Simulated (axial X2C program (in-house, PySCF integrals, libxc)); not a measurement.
What spin–orbit coupling does to LiZn⁻

Calculated with an axial X2C code built on PySCF integrals. Spin-free means the one-electron spin-free X2C Hamiltonian; two-component (2c) means X2C with spin–orbit coupling and atomic mean-field two-electron Coulomb and Gaunt terms, so the difference of the two also holds small scalar two-electron terms. Basis: Zn dyall-acv3z [10s11p7d4f2g], Li dyall-av3z [9s9p3d] (cores contracted in-house); Gaussian nuclei, density fitting, unrestricted open shells. Masses: Zn 63.929 u, Li 7.016 u.

Spin-free state: M_S = 0, Λ = 0 (closed shell); fragments Zn + Li-.

| level | Re (Å) | ωe (cm⁻¹) | De (eV) | μ (D) |
| --- | --- | --- | --- | --- |
| PBE0 | 3.374 | 99.8 | 0.210 | -12.21 |
| MP2 | 3.545 | 72.7 | 0.116 | n/a |
| CCSD(T) | 3.461 | 81.3 | n/a | n/a |
| TPSSh | 3.320 | 101.5 | 0.202 | -12.18 |

Correlated methods: 14 electrons correlated (number of frozen shells: Zn 3 s, 2 p; Li 1 s), 270 virtual spin orbitals or spinors in MP2, 90 natural virtuals in coupled cluster.

Dipoles are positive if Li is the positive end and refer to the centre of mass.

Two-component determinant lowest at the distance of the search:

Ω = 0 (closed shell); fragments Zn + Li-.

| level | Re (Å) | ωe (cm⁻¹) | De (eV) | μ (D) |
| --- | --- | --- | --- | --- |
| PBE0 | 3.375 | 99.7 | 0.210 | -12.21 |
| MP2 | 3.548 | 72.5 | 0.116 | n/a |
| CCSD(T) | 3.463 | 81.1 | n/a | n/a |
| TPSSh | 3.320 | 101.4 | 0.202 | -12.18 |

**Question.** From the two tables, how do the constants change at the CCSD(T) level (2c against spin-free)?

**Answer.** At the CCSD(T) level Re goes up by 0.002 Å and ωe doesn't move by more than 0.2 cm⁻¹.

The state is a single determinant with fixed occupations, the lowest that a limited PBE0 search found. Dissociation energies refer to the lowest single-determinant-based atoms at the same level and basis. De is not given where an atomic determinant may have missed its ground term or J level, or where the truncated virtual space spoils (T). Coupled cluster ran in a truncated set of natural virtual spinors; the MP2 energy of the rest was added. (T) has no such correction and the atoms are truncated less, which lowers De at CCSD(T) by a hundredth of an eV or more. PBE0 can misorder states that lie within some tenths of an eV, so this need not be the ground state of the molecule. The nearest other spin-free determinant of the search, M_S = 1, Λ = 0, lies 0.38 eV up at the distance of the search. The highest occupied level of some functionals is positive through self-interaction error; at Hartree–Fock it is bound. The T1 diagnostic is large, a sign of multireference character.
